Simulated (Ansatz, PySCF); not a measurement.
This PySCF input computes a SVWN5/def2-TZVPD energy:

```python
from pyscf import gto, scf, dft

mol = gto.M(
    atom='''
    Sb    0.28375404    0.11655380    0.10060683
    F    -0.91931721    0.71699329   -1.17294688
    F    -0.68862232   -1.37746481    0.60284152
    ''',
    basis='def2-tzvpd',
    ecp='def2-tzvp',
    charge=1,
    spin=0,
    verbose=4,
)

mf = dft.RKS(mol, xc='svwn').density_fit(auxbasis='def2-universal-jkfit')
mf.grids.level = 3
mf.conv_tol = 1e-9
mf.max_cycle = 100
mf.max_memory = 1500
mf.kernel()
if not mf.converged:
    mf = mf.newton()
    mf.kernel(mf.make_rdm1())
mf.analyze()
```

Q: Write an input for the same energy in Ansatz (a first-principles code) and say what it gives.

A: 
Ansatz 0.2 input:
```yaml
crystal:
  periodic: [false, false, false]
  atoms:
    - {symbol: Sb, position_ang: [0.28375404, 0.11655380, 0.10060683]}
    - {symbol: F, position_ang: [-0.91931721, 0.71699329, -1.17294688]}
    - {symbol: F, position_ang: [-0.68862232, -1.37746481, 0.60284152]}
basis:
  gaussian:
    orbitals: def2-TZVPD
hamiltonian:
  xc: {name: SVWN5}
total_charge: 1
output: {forces: true}
```
It gives -438.14676 Eh, and PySCF -438.14679 Eh, a difference of 0.03 mEh, from the treatment of integrals and grids.

It need not be the lowest isomer of its formula.
